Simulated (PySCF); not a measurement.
Vertical excitation energies

Species: C₆H₅FO₂.
SMILES: `O=C1C=C(CF)C(=O)C1`

Method: TDDFT PBE0/def2-SVPD, vertical, gas phase, core orbitals frozen in the response (PySCF 2.14.0, density-fitted response routines). One conformer (not necessarily the lowest) at the GFN2-xTB geometry, without solvent, vibrations or thermal averaging. Torsions of this conformer, `[O:1]=[C:2]1[CH:3]=[C:4]([CH2:5][F:6])[C:7](=[O:8])[CH2:9]1`: C3–C4–C5–F6 0°.

```json
{"state": "S1", "E (eV)": "3.03", "λ (nm)": "408.5", "ν̃ (cm⁻¹)": "24480", "f": "0.0000", "symmetry": "–", "main configurations (H = HOMO, L = LUMO)": "H→L (97%)"}
{"state": "S2", "E (eV)": "3.83", "λ (nm)": "323.7", "ν̃ (cm⁻¹)": "30900", "f": "0.0000", "symmetry": "–", "main configurations (H = HOMO, L = LUMO)": "H-1→L (90%), H→L+1 (8%)"}
{"state": "S3", "E (eV)": "5.26", "λ (nm)": "235.8", "ν̃ (cm⁻¹)": "42420", "f": "0.0000", "symmetry": "–", "main configurations (H = HOMO, L = LUMO)": "H→L+1 (89%), H-1→L (9%)"}
{"state": "S4", "E (eV)": "5.53", "λ (nm)": "224.0", "ν̃ (cm⁻¹)": "44640", "f": "0.303", "symmetry": "A′", "main configurations (H = HOMO, L = LUMO)": "H-2→L (94%)"}
{"state": "S5", "E (eV)": "6.07", "λ (nm)": "204.3", "ν̃ (cm⁻¹)": "48940", "f": "0.0011", "symmetry": "–", "main configurations (H = HOMO, L = LUMO)": "H-1→L+1 (88%)"}
{"state": "S6", "E (eV)": "6.64", "λ (nm)": "186.7", "ν̃ (cm⁻¹)": "53570", "f": "0.0018", "symmetry": "–", "main configurations (H = HOMO, L = LUMO)": "H-4→L (96%)"}
```

Triplets (Tamm–Dancoff): T1 2.60 eV, H→L (94%); T2 3.33 eV, H-1→L (84%), H→L+1 (13%).

The lowest singlet lies at 3.03 eV (409 nm, visible) and is dark (f under 0.0005); its leading configuration is HOMO→LUMO (97%). The most intense listed level is S4 at 5.53 eV (224 nm, f = 0.303), 2.50 eV above S1. Löwdin shares by element: HOMO oxygen 62%, carbon 20% or more (atoms not listed hold the other 17%); LUMO carbon 37% or more, oxygen 29% (atoms not listed hold the other 34%). Of the 6 states listed, 1 reaches f = 0.01 and 3 stay under 0.0005. The oscillator strengths of these states sum to 0.306; summed over the whole spectrum of an exact calculation they would give the number of electrons, 66 (Thomas–Reiche–Kuhn). Weighted by f, the mean energy of these states is 5.54 eV. S1 lies in the visible range (380 to 750 nm), at 409 nm, dark in the vertical dipole picture (f under 0.0005); light of that wavelength is violet, and its complementary colour is yellow-green; a Tamm–Dancoff triplet lies at 476 nm, without intensity as long as spin–orbit coupling is left out. Symmetry labels in Cs follow from the direction of the transition dipole and are given only for states with f of 0.002 or more. Only the lowest 6 singlets were computed, as vertical energies without vibronic structure.

Time: 34 s (with the writing of density and orbital grids); peak memory 0.96 GiB. Hardware: an Arm Neoverse V2 with one thread, no GPU (shared host).
